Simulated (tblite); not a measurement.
C7H8NS (doublet state).
Cartesian coordinates in Å at the GFN2-xTB level; atoms count from 1:
```xyz
17
C7H8NS angstrom
C     -0.763    2.468   -0.243
C     -0.820    1.285   -0.073
C     -0.952   -0.179    0.061
C     -1.541   -0.780   -1.217
C     -1.847   -0.411    1.178
N     -2.546   -0.587    2.066
C      0.417   -0.795    0.410
S      1.666   -0.614   -0.901
C      2.458    0.937   -0.405
H     -1.683   -1.853   -1.098
H     -0.860   -0.605   -2.048
H     -2.501   -0.319   -1.442
H      0.819   -0.353    1.322
H      0.296   -1.870    0.552
H      1.717    1.732   -0.405
H      3.232    1.139   -1.139
H      2.901    0.818    0.580
```

Level: GFN2-xTB in tblite, geometry and Hessian alike; calculated harmonic values, unscaled, isolated species. Errors from tens to a few hundred cm⁻¹ against measured bands are possible. One conformer, not necessarily the lowest. Open shells enter through the occupations alone, without spin polarisation, and single modes of such species can be off by tens of per cent.

Harmonic wavenumbers (cm⁻¹): 39.1, 95.1, 103.5, 112.7, 147.0, 160.6, 180.8, 204.0, 217.8, 268.7, 336.9, 364.0, 401.8, 511.9, 534.0, 698.0, 731.3, 757.4, 833.4, 931.3, 944.0, 946.4, 965.7, 1071.4, 1123.4, 1150.8, 1208.9, 1241.0, 1314.2, 1399.3, 1416.3, 1437.8, 1438.4, 1471.6, 1476.2, 2263.0, 2393.7, 2982.1, 2991.2, 3020.4, 3025.1, 3028.8, 3034.9, 3047.3, 3065.0.

A = 2193, B = 976.6, C = 863.2 MHz; mass 138.038 u (most abundant isotopes); point group C1, symmetry number 1; spin multiplicity 2.

What is the zero-point energy?

½Σν̃ = 27543 cm⁻¹ = 78.75 kcal/mol.

What is S at 400 K and 1 bar for an ideal gas of classical rigid rotors and harmonic oscillators?

Translation 42.16, rotation 30.42, vibration 45.71, spin (R ln 2) 1.38: S = 119.7 cal/(mol K).

And Cp and H(400 K) − H(0)?

Cp = 48.21 cal/(mol K), of which vibrations give 40.26 (their classical limit is 45 R = 89.4); H(400 K) − H(0) = 12.29 kcal/mol without the zero-point energy, 9.11 from vibrations.

Blend soft modes into free rotors: weight 1/[1 + (100 cm⁻¹/ν̃)⁴] for the oscillator and the rest for a rotor with moment μB/(μ + B), μ = h/(8π²ν), B = 10⁻⁴⁴ kg m². What vibrational entropy results?

42.55 cal/(mol K) in place of 45.71, which changes −T·S at 400 K by +1.26 kcal/mol.

What must be added to the electronic energy to get the Gibbs energy at 400 K and 1 bar?

ZPE + [H(400 K) − H(0)] − T·S = 78.75 + 12.29 − 47.87 = 43.17 kcal/mol.

How do the functions run with temperature in this model?

```json
{"T (K)": "150", "S (cal/(mol K))": "83.7", "Cp (cal/(mol K))": "27.7", "H − H(0) (kcal/mol)": "2.70", "G − H(0) (kcal/mol)": "-9.85", "ln q(vib)": "3.74"}
{"T (K)": "250", "S (cal/(mol K))": "99.9", "Cp (cal/(mol K))": "36.4", "H − H(0) (kcal/mol)": "5.92", "G − H(0) (kcal/mol)": "-19.06", "ln q(vib)": "7.03"}
{"T (K)": "298.15", "S (cal/(mol K))": "106.7", "Cp (cal/(mol K))": "40.4", "H − H(0) (kcal/mol)": "7.77", "G − H(0) (kcal/mol)": "-24.04", "ln q(vib)": "8.52"}
{"T (K)": "600", "S (cal/(mol K))": "141.6", "Cp (cal/(mol K))": "60.2", "H − H(0) (kcal/mol)": "23.21", "G − H(0) (kcal/mol)": "-61.77", "ln q(vib)": "16.97"}
{"T (K)": "900", "S (cal/(mol K))": "168.5", "Cp (cal/(mol K))": "72.0", "H − H(0) (kcal/mol)": "43.17", "G − H(0) (kcal/mol)": "-108.44", "ln q(vib)": "24.17"}
```

q(vib) and H(0) count from the zero-point level.

Hindered rotation and anharmonicity are outside this model. Other conformers, if any are populated, would add a mixing term that is left out. The structure is chiral; the term R ln 2 for an equal mix with its mirror image is left out.
